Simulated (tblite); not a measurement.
Record of a relaxation.

C₉H₇ (doublet state).
Numbering: `[C:1]#[C:2][C:3]1=[CH:4][CH:5]=[CH:6]/[C:7]1=[CH:8]/[CH3:9]` (hydrogens: H10 on C4; H11 on C5; H12 on C6; H13 on C8; H14, H15, H16 on C9)
Bond orders are those of one Lewis drawing.

Computed with GFN2-xTB (tblite), gas phase: L-BFGS steps from a force-field or distance-geometry start until the largest atomic force falls under 0.01 eV/Å. 6 of its 69 geometries are shown.

Step 0: E = -612.9095 eV, largest atomic force 9.373 eV/Å
```
atom  x, y, z in Å  |  force x, y, z in eV/Å
C1     -1.145    3.359    0.281    5.238  -7.768  -0.277
C2     -0.288    2.092    0.236   -3.959   5.591   0.244
C3      0.560    0.945    0.221   -3.641   2.395  -0.337
C4      1.881    0.986    0.404    3.100  -0.895   0.439
C5      2.422   -0.360    0.292    0.448   1.195   0.111
C6      1.422   -1.214    0.004   -0.310  -0.007  -0.015
C7      0.191   -0.438   -0.048   -0.247  -0.971  -0.155
C8     -0.987   -1.017   -0.295   -1.136  -0.255  -0.178
C9     -2.349   -0.412   -0.366   -0.133   0.097   0.351
H10     2.480    1.850    0.627    0.010   0.071  -0.011
H11     3.465   -0.609    0.392   -0.028   0.096   0.048
H12     1.512   -2.281   -0.145   -0.185   0.250   0.010
H13    -1.006   -2.095   -0.472    0.178   0.229   0.028
H14    -2.398    0.603    0.028    0.279   0.031  -0.096
H15    -2.709   -0.386   -1.401    0.108  -0.131   0.194
H16    -3.056   -1.014    0.231    0.280   0.071  -0.356
```

Step 14: E = -614.9710 eV, largest atomic force 0.282 eV/Å
```
atom  x, y, z in Å  |  force x, y, z in eV/Å
C1     -0.988    3.045    0.351   -0.204   0.133   0.142
C2     -0.299    2.069    0.085    0.130  -0.081  -0.119
C3      0.529    0.961    0.219    0.094  -0.060  -0.109
C4      1.894    1.002    0.437   -0.072  -0.053  -0.024
C5      2.429   -0.311    0.293   -0.056  -0.053   0.042
C6      1.415   -1.177    0.014    0.012   0.010   0.061
C7      0.161   -0.444   -0.023    0.049  -0.052  -0.051
C8     -1.026   -1.019   -0.286   -0.091  -0.052  -0.008
C9     -2.364   -0.389   -0.352    0.017   0.040   0.008
H10     2.463    1.892    0.641   -0.012  -0.041   0.020
H11     3.474   -0.557    0.395   -0.093   0.026  -0.031
H12     1.471   -2.238   -0.159    0.093   0.092   0.013
H13    -1.016   -2.088   -0.476    0.000   0.008   0.023
H14    -2.351    0.631    0.019    0.019   0.036  -0.001
H15    -2.718   -0.385   -1.385    0.060   0.011   0.008
H16    -3.082   -0.983    0.216    0.052   0.034   0.026
```

Step 27: E = -614.9960 eV, largest atomic force 0.071 eV/Å
```
atom  x, y, z in Å  |  force x, y, z in eV/Å
C1     -1.054    2.960    0.436    0.032  -0.061  -0.019
C2     -0.316    2.057    0.048   -0.029   0.027   0.033
C3      0.529    0.954    0.137   -0.040   0.005   0.007
C4      1.882    1.001    0.412    0.025  -0.014  -0.014
C5      2.426   -0.308    0.300   -0.007   0.021   0.016
C6      1.427   -1.183    0.002   -0.034  -0.014   0.016
C7      0.173   -0.459   -0.085   -0.021  -0.008   0.018
C8     -1.028   -1.030   -0.291    0.007   0.000  -0.001
C9     -2.345   -0.359   -0.351    0.013   0.007   0.003
H10     2.439    1.887    0.654    0.004   0.021  -0.018
H11     3.465   -0.551    0.432    0.007   0.016   0.008
H12     1.515   -2.243   -0.139    0.000  -0.031  -0.037
H13    -1.051   -2.107   -0.423    0.022  -0.003   0.003
H14    -2.293    0.665    0.004    0.009   0.021  -0.014
H15    -2.703   -0.356   -1.383    0.007   0.005  -0.007
H16    -3.073   -0.919    0.235    0.004   0.009   0.007
```

Step 41: E = -614.9978 eV, largest atomic force 0.030 eV/Å
```
atom  x, y, z in Å  |  force x, y, z in eV/Å
C1     -1.069    2.943    0.450   -0.015   0.024   0.010
C2     -0.326    2.047    0.057    0.015  -0.023   0.005
C3      0.523    0.948    0.142    0.013  -0.001   0.000
C4      1.879    1.001    0.408   -0.004  -0.001  -0.006
C5      2.424   -0.308    0.304    0.000  -0.003  -0.010
C6      1.427   -1.187    0.007    0.000  -0.004   0.008
C7      0.172   -0.467   -0.076    0.006   0.009  -0.001
C8     -1.029   -1.034   -0.287    0.004   0.001   0.010
C9     -2.338   -0.351   -0.355    0.000  -0.003  -0.006
H10     2.436    1.892    0.631   -0.008   0.000   0.005
H11     3.465   -0.545    0.438   -0.001   0.006  -0.009
H12     1.520   -2.245   -0.152    0.001  -0.008   0.009
H13    -1.054   -2.112   -0.418    0.002   0.002  -0.003
H14    -2.272    0.678   -0.014   -0.003   0.002  -0.009
H15    -2.695   -0.357   -1.387   -0.006  -0.002  -0.010
H16    -3.072   -0.894    0.240   -0.004   0.003   0.006
```

Step 54: E = -614.9988 eV, largest atomic force 0.028 eV/Å
```
atom  x, y, z in Å  |  force x, y, z in eV/Å
C1     -1.071    2.941    0.479    0.017  -0.019   0.006
C2     -0.333    2.041    0.084   -0.010   0.026   0.000
C3      0.520    0.944    0.158   -0.004   0.006  -0.008
C4      1.878    1.001    0.404    0.008   0.002   0.001
C5      2.426   -0.306    0.293    0.002   0.000  -0.010
C6      1.428   -1.190    0.018   -0.005   0.001   0.006
C7      0.171   -0.472   -0.059   -0.007  -0.001   0.002
C8     -1.029   -1.036   -0.283   -0.007   0.003   0.012
C9     -2.335   -0.347   -0.370   -0.007  -0.005  -0.004
H10     2.434    1.894    0.622    0.005   0.002   0.000
H11     3.471   -0.537    0.404    0.000  -0.006   0.012
H12     1.521   -2.250   -0.130   -0.002   0.007  -0.008
H13    -1.057   -2.113   -0.416   -0.001   0.006   0.001
H14    -2.264    0.692   -0.061    0.006  -0.013  -0.009
H15    -2.695   -0.385   -1.400   -0.003  -0.006  -0.001
H16    -3.071   -0.866    0.244    0.006  -0.003   0.000
```

Step 68: E = -614.9998 eV, largest atomic force 0.010 eV/Å
```
atom  x, y, z in Å  |  force x, y, z in eV/Å
C1     -1.063    2.934    0.550   -0.003   0.007   0.000
C2     -0.334    2.046    0.114    0.003  -0.009  -0.001
C3      0.521    0.949    0.160    0.002   0.000   0.001
C4      1.882    1.004    0.393    0.000  -0.002  -0.002
C5      2.426   -0.305    0.285    0.000  -0.001   0.002
C6      1.423   -1.188    0.028    0.000   0.000  -0.004
C7      0.167   -0.467   -0.049    0.001   0.002   0.001
C8     -1.031   -1.035   -0.277    0.001   0.002   0.000
C9     -2.336   -0.350   -0.392    0.000   0.001   0.000
H10     2.441    1.898    0.601   -0.001  -0.002   0.001
H11     3.471   -0.539    0.390    0.001   0.003   0.005
H12     1.511   -2.249   -0.119    0.004  -0.001  -0.001
H13    -1.054   -2.113   -0.396   -0.007   0.003  -0.004
H14    -2.260    0.703   -0.139   -0.003   0.004  -0.003
H15    -2.703   -0.445   -1.416   -0.003  -0.003  -0.001
H16    -3.068   -0.833    0.254    0.005  -0.003   0.007
```

**Question.** Summarise the path.

**Answer.** The energy falls by 2.0903 eV from step 0 to step 68; nine tenths of that is first reached at step 4. It falls at every step. The largest force goes from 9.373 to 0.010 eV/Å. Among the bonds C1≡C2 changes most, from 1.531 to 1.229 Å; the atoms move by 0.160 Å rms after alignment.

**Question.** Follow the three bonds and two angles with the largest change from start to end.

**Answer.** 
```
step  E above end (eV)  largest force (eV/Å)  C1≡C2 (Å)  C3=C4 (Å)  C2–C3 (Å)  C1–C2–C3 (°)  C9–C8–H13 (°)
   0            2.0903                 9.373      1.531      1.334      1.427         177.4          112.1
   3            0.2190                 1.585      1.211      1.388      1.420         177.3          114.6
   6            0.1205                 0.334      1.218      1.380      1.396         176.6          115.0
   9            0.1041                 0.939      1.239      1.385      1.384         166.2          115.9
  12            0.0391                 0.351      1.231      1.381      1.394         161.2          114.7
  15            0.0226                 0.225      1.225      1.383      1.389         160.6          114.9
  18            0.0170                 0.160      1.230      1.380      1.393         158.7          115.4
  21            0.0125                 0.114      1.228      1.383      1.390         158.6          115.3
  24            0.0056                 0.127      1.227      1.383      1.390         157.4          114.9
  27            0.0038                 0.071      1.229      1.382      1.392         157.9          115.2
  30            0.0031                 0.034      1.228      1.383      1.391         157.8          115.6
  33            0.0026                 0.030      1.228      1.382      1.391         157.7          115.7
  35            0.0024                 0.034      1.229      1.381      1.392         158.0          115.6
  38            0.0021                 0.018      1.229      1.382      1.391         158.0          115.6
  41            0.0020                 0.030      1.228      1.382      1.391         157.7          115.6
  44            0.0018                 0.022      1.229      1.382      1.392         158.1          115.6
  47            0.0015                 0.028      1.229      1.382      1.391         158.2          115.6
  50            0.0013                 0.032      1.228      1.382      1.391         157.9          115.7
  53            0.0011                 0.018      1.229      1.382      1.391         158.1          115.7
  56            0.0009                 0.022      1.229      1.382      1.391         158.1          115.6
  59            0.0007                 0.027      1.228      1.382      1.392         157.7          115.6
  62            0.0004                 0.028      1.229      1.382      1.392         157.7          115.5
  65            0.0001                 0.021      1.229      1.382      1.392         157.6          115.6
  68            0.0000                 0.010      1.229      1.382      1.392         157.3          115.6
```

The cost below is that of the whole relaxation. On an Intel Xeon at 2.50 GHz with one thread, shared host, this took 1.5 s of wall time.
